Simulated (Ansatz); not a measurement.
`C#CO[SiH2]Br` + H₂Se → `[SeH][SiH2]Br` + `C#CO` at 700 K and 1 bar (ligand exchange at the Si–O bond).

Computed with Ansatz on PBE0-D4/def2-TZVP structures; ΔE is electronic, products minus reactants. CBS: MP2 limit from def2 TZ/QZ plus the TZ coupled-cluster correction, frozen cores. This one scheme is used for every species. For Br, Se outer-core shells are correlated without core-valence functions, which leaves a few kJ/mol of doubt a bond. Scalar relativity is left out up to krypton. Each species was taken in one conformer, which may not be the lowest.

```
        species  CCSD(T)/CBS energy (Eh)  H − E (kJ/mol)  S (J/(mol·K))
 `C#CO[SiH2]Br`              -3015.47100           178.9          456.5
           H₂Se              -2401.89790            61.1          251.1
`[SeH][SiH2]Br`              -5264.97418           124.2          409.1
         `C#CO`               -152.38380           123.4          303.4
```

H − E and S are ideal-gas, rigid-rotor, harmonic terms from PBE0-D4/def2-TZVP, for one conformer and one mirror image of each species. 1 Eh = 2625.50 kJ/mol, R = 8.31446 J/(mol·K).

Question: By hand: ΔE, ΔH, ΔS and ΔG.

Answer: ΔE = (-5264.97418) + (-152.38380) − (-3015.47100) − (-2401.89790) = 0.01092 Eh = 28.7 kJ/mol. Δ(H − E) = 124.2 + 123.4 − 178.9 − 61.1 = 7.6, so ΔH = 36.3 kJ/mol. ΔS = 409.1 + 303.4 − 456.5 − 251.1 = 4.9 J/(mol·K). ΔG = 36.3 − 700 × (4.9)/1000 = 32.9 kJ/mol.

Question: By hand: the equilibrium constant, and the temperature at which ΔG would vanish if ΔH and ΔS stayed fixed.

Answer: log₁₀ K = −ΔG/(RT ln 10) = -2.5. ΔG = 0 at ΔH/ΔS = 7408 K, far beyond where these terms or the molecules hold.

The number of gas molecules stays the same, so ΔS is small and ΔH decides. A doubt of 5 kJ/mol in ΔE shifts log₁₀ K by 0.4 here. Other conformers and mirror images would add mixing entropy, several J/(mol·K) or more a flexible species. Modes under 60 cm⁻¹, often nearly free rotors, make the harmonic entropy too high. These are equilibria of isolated gas molecules and say nothing of rates. Largest T1 diagnostic: 0.013 (customary marks: 0.02 for closed shells, 0.045 for open ones).
